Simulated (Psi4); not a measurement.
O4W, charge -2, singlet, geometry from GFN2-xTB (such geometries of metal compounds can be far from the true shape) (core potentials on W) (a gas-phase anion, which may not be bound at this level). Base run: Psi4 with HF/def2-SVP.

Here is a job for Psi4.
```
memory 2 GB

molecule mol {
-2 1
  W     0.000000   -0.000000   -0.000000
  O     1.221513    0.750594   -1.053110
  O     0.812080   -0.925120    1.284214
  O    -1.021825   -1.092758   -0.962434
  O    -1.011768    1.267284    0.731330
}

set basis def2-svp
set reference rhf
set stability_analysis check
set scf_type pk

energy('scf')
print_variables()
```

The bond that is stretched is that between atoms 2 and 1. A test that says stable can miss a lower solution.

Each row names what was changed in the base input (with any setting that the change needs).

```json
[
 {"change": "base", "ΔE vs base (eV)": "0.00", "<S^2>": "0.000", "outcome": "converged"},
 {"change": "stability_analysis = follow; reference = uhf", "ΔE vs base (eV)": "-", "<S^2>": "-", "outcome": "not converged"},
 {"change": "bond × 1.25", "ΔE vs base (eV)": "2.40", "<S^2>": "0.000", "outcome": "converged"},
 {"change": "stability_analysis = follow; reference = uhf; bond × 1.25", "ΔE vs base (eV)": "2.40", "<S^2>": "0.000", "outcome": "converged"},
 {"change": "bond × 1.5", "ΔE vs base (eV)": "5.08", "<S^2>": "0.000", "outcome": "converged"},
 {"change": "stability_analysis = follow; reference = uhf; bond × 1.5", "ΔE vs base (eV)": "3.74", "<S^2>": "0.826", "outcome": "converged"},
 {"change": "bond × 1.8", "ΔE vs base (eV)": "6.55", "<S^2>": "0.000", "outcome": "converged"},
 {"change": "stability_analysis = follow; reference = uhf; bond × 1.8", "ΔE vs base (eV)": "-", "<S^2>": "-", "outcome": "not converged"},
 {"change": "bond × 2.2", "ΔE vs base (eV)": "7.27", "<S^2>": "0.000", "outcome": "converged"},
 {"change": "stability_analysis = follow; reference = uhf; bond × 2.2", "ΔE vs base (eV)": "-", "<S^2>": "-", "outcome": "not converged"},
 {"change": "bond × 3.0", "ΔE vs base (eV)": "7.82", "<S^2>": "0.000", "outcome": "converged"},
 {"change": "stability_analysis = follow; reference = uhf; bond × 3.0", "ΔE vs base (eV)": "-", "<S^2>": "-", "outcome": "not converged"}
]
```

Psi4 reported an instability in these rows: stability_analysis = follow; reference = uhf; bond × 1.5; stability_analysis = follow; reference = uhf; bond × 1.8; stability_analysis = follow; reference = uhf; bond × 2.2; stability_analysis = follow; reference = uhf; bond × 3.0 (restricted rows aren't judged here).

A gas-phase anion may not be bound at this level; its values then depend on the basis.

Where a bond breaks into two radicals, a solution with restricted orbitals usually stops being the lowest and lies too high; an unrestricted one lies lower at the price of spin contamination, which <S^2> shows.
